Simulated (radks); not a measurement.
The numbers below are computed, except where a source is named.
Coulomb parameter of the 5d shell of neutral osmium in the model configuration [Xe] 4f14 5d7 6s1, as a second difference U = [E(n + 0.25) + E(n - 0.25) - 2 E(n)] / (0.25)^2 with all orbitals relaxed. "Bare": the charge of the atom changes with n. "Screened": the 6s shell takes up the change at fixed total charge, which measures U(5d,5d) + U(6s,6s) - 2 U(5d,6s). Code: a radial shooting solver on a logarithmic mesh with Libxc functionals. Model: scalar-relativistic Kohn-Sham, SCAN, spin-unpolarised, spherical densities, finite nucleus; meta-GGA in the generalised Kohn-Sham scheme; Fermi nuclear charge, rms radius 5.4126 fm.

| case | configuration | E - E(n) (eV) |
|---|---|---|
| start | [Xe] 4f14 5d7 6s1 | 0.000 |
| bare +0.25 | [Xe] 4f14 5d7.25 6s1 | -0.930 |
| bare -0.25 | [Xe] 4f14 5d6.75 6s1 | 1.461 |
| screened +0.25 | [Xe] 4f14 5d7.25 6s0.75 | 0.259 |
| screened -0.25 | [Xe] 4f14 5d6.75 6s1.25 | -0.235 |

U(bare) = 8.496 eV, U(screened by 6s) = 0.394 eV, against the Slater integral F0(5d,5d) = 13.162 eV with frozen orbitals. The step up makes a negative ion, whose loosely bound charge lowers the bare value.
